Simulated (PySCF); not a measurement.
Species: WS2Br2 (singlet state).
Geometry (PBE0-D3(BJ)/def2-SVP, Å), atoms numbered from 1 in this order:
```xyz
5
Br2S2W angstrom
W      0.0311   -0.0203    0.0056
S     -0.0448   -0.1756    2.1147
S      2.0638   -0.0509   -0.5740
Br    -0.9285    2.0739   -0.6661
Br    -1.0468   -1.9376   -0.9422
```

Level of theory: PBE0-D3(BJ)/def2-SVP geometry optimisation, gas phase, def2 core potentials past Kr (PySCF).

Q: Which atoms are bound to W1, and at what distances?

A: 4 atoms: S3 2.114 Å, S2 2.116 Å, Br5 2.395 Å, Br4 2.400 Å.

Q: List the angles at W1.

A: 
```tsv
angle	degrees	distance of the outer atoms (Å)
Br4–W1–Br5	114.1	4.02
S2–W1–Br4	109.2	3.68
S3–W1–Br4	108.7	3.67
S2–W1–Br5	108.6	3.67
S3–W1–Br5	108.2	3.66
S2–W1–S3	107.9	3.42
```

Q: What is the shape at W1?

A: Distorted tetrahedral: angles from 107.9° to 114.1°; τ4 = (360° − α − β)/141° = 0.97 with α and β the two widest (0 for a square, 1 for a tetrahedron). Differences among atoms that C2v makes equivalent are scatter left by the optimiser.

Q: What are the rotational constants (commonest isotopes, rigid rotor)?

A: A = 980.8, B = 612.3, C = 522.7 MHz: an asymmetric top.

Point group: C2v (every atom within 0.08 Å of its image). Charge 0, singlet. PBE0-D3(BJ)/def2-SVP frequencies: not computed here.
